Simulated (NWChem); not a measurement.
CH7AlP2; SMILES [CH3][Al]([PH2])[PH2]

```xyz
11

Al     0.3987     0.0447    -0.0160
C      2.3523    -0.0919    -0.0080
H      2.7450     0.0207    -1.0340
H      2.7051    -1.0649     0.3695
H      2.8159     0.7027     0.5992
P     -0.9324    -1.8747     0.1072
H     -0.1757    -2.5871    -0.8745
H     -1.9210    -1.4113    -0.8136
P     -0.6376     2.1310     0.1987
H     -1.6680     1.8650    -0.7540
H      0.2304     2.7743    -0.7376
```
Atoms are numbered in this order, from 1.

Results from NWChem. Pople sets run with spherical d functions. Geometry: optimised at PBE0/def2-SVP. Core excitations by TDA in a window of 1s orbitals, non-relativistic and unshifted: absolute energies depend strongly on the exact-exchange share.

Task: What does the run give for C K edge, BHandHLYP/6-311G**? Quantities: first 1s excitation (eV); dipole oscillator strength of the first; first state with f > 0.002 (eV); dipole oscillator strength of that state.

Result: 
| Property | Value |
|---|---|
| first 1s excitation (eV) | 283.9 |
| dipole oscillator strength of the first | 0.0030 |
| first state with f > 0.002 (eV) | 283.9 |
| dipole oscillator strength of that state | 0.0030 |
